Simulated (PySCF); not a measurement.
C5H6O2, SMILES O[C@@H]1[C@H](O)[C@@H]1C#C.

Geometry: PBE0-D3(BJ)/def2-SVP. The structure was generated by enumeration; whether it is a known compound was not checked. The values are those of a single conformer.

Vertical ionisation energy (IE) and electron affinity (EA) in eV. Rows of orbital energies are one-electron estimates. Where ΔSCF, EOM or ADC give a negative EA the extra electron is unbound and the value depends on the basis.

```csv
level,IE,EA
"−ε(HOMO), −ε(LUMO), B3LYP/def2-TZVP (PySCF)",6.77,-0.28
"−ε(HOMO), −ε(LUMO), PBE/def2-TZVP (PySCF)",5.66,0.45
```
